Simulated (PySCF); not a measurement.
## `C[C@@H]1C[C@@H](F)C[C@@H]1S`, C₆H₁₁FS

Geometry:
| atom | x (Å) | y (Å) | z (Å) |
| --- | --- | --- | --- |
| C1 | -1.827 | 0.728 | -0.764 |
| C2 | -0.343 | 0.484 | -0.547 |
| C3 | 0.116 | -0.925 | -0.927 |
| C4 | 1.507 | -1.037 | -0.306 |
| F5 | 2.458 | -0.625 | -1.225 |
| C6 | 1.514 | -0.082 | 0.897 |
| C7 | 0.147 | 0.609 | 0.900 |
| S8 | -0.944 | -0.267 | 2.102 |
| H9 | -2.108 | 1.720 | -0.415 |
| H10 | -2.421 | -0.014 | -0.234 |
| H11 | -2.062 | 0.660 | -1.824 |
| H12 | 0.228 | 1.210 | -1.138 |
| H13 | 0.152 | -1.084 | -2.003 |
| H14 | -0.546 | -1.665 | -0.477 |
| H15 | 1.784 | -2.064 | -0.046 |
| H16 | 1.696 | -0.611 | 1.832 |
| H17 | 2.311 | 0.650 | 0.759 |
| H18 | 0.204 | 1.643 | 1.242 |
| H19 | -1.877 | 0.679 | 2.168 |

Theory: TDDFT CAM-B3LYP/def2-SVPD circular dichroism and optical rotation, one conformer, gas phase (PySCF 2.14.0). Geometry: GFN2-xTB.

The molecule is flexible and this is one conformer; a measurement averages over conformers. States above about 8.3 eV (minus the energy of the highest occupied orbital) lie near or above the ionisation threshold and depend on the basis.

Question: Draw the ECD and absorption spectra from the lowest 16 states, each a Gaussian of half-width 0.25 eV at 1/e height.

Answer: 
```
E (eV)  λ (nm)  Δε (L mol⁻¹ cm⁻¹)  ε (L mol⁻¹ cm⁻¹)
  5.05     245              -0.10              3.14
  5.15     241              -0.40              13.3
  5.25     236              -1.23              40.7
  5.35     232              -2.74              90.7
  5.45     227              -4.43               148
  5.55     223              -5.23               183
  5.65     219              -4.63               205
  5.75     216              -3.47               306
  5.85     212              -3.19               616
  5.95     208              -4.20              1130
  6.05     205              -5.44              1570
  6.15     202              -5.48              1600
  6.25     198              -4.05              1190
  6.35     195              -2.18               640
  6.45     192              -0.84               251
  6.55     189              -0.18              78.5
  6.65     186              +0.24              50.4
  6.75     184              +1.02               130
  6.85     181              +2.66               347
  6.95     178              +5.20               736
  7.05     176              +7.91              1310
  7.15     173              +9.99              2060
  7.25     171             +11.01              2830
  7.35     169             +10.35              3210
  7.45     166              +7.00              2860
  7.55     164              +0.92              2010
  7.65     162              -6.00              1350
  7.75     160             -10.29              1310
  7.85     158              -9.01              1970
  7.95     156              -2.13              3110
  8.05     154              +7.66              4480
  8.15     152             +17.65              5950
  8.25     150             +26.23              7650
  8.35     148             +32.17              9610
  8.45     147             +34.21             11100
  8.55     145             +31.39             11000
  8.65     143             +23.46              9150
  8.75     142             +11.39              6580
  8.85     140              -1.94              4450
```
Δε uses R in velocity form, ε uses f in length form. Only the states computed contribute, so the short-wavelength end is incomplete.
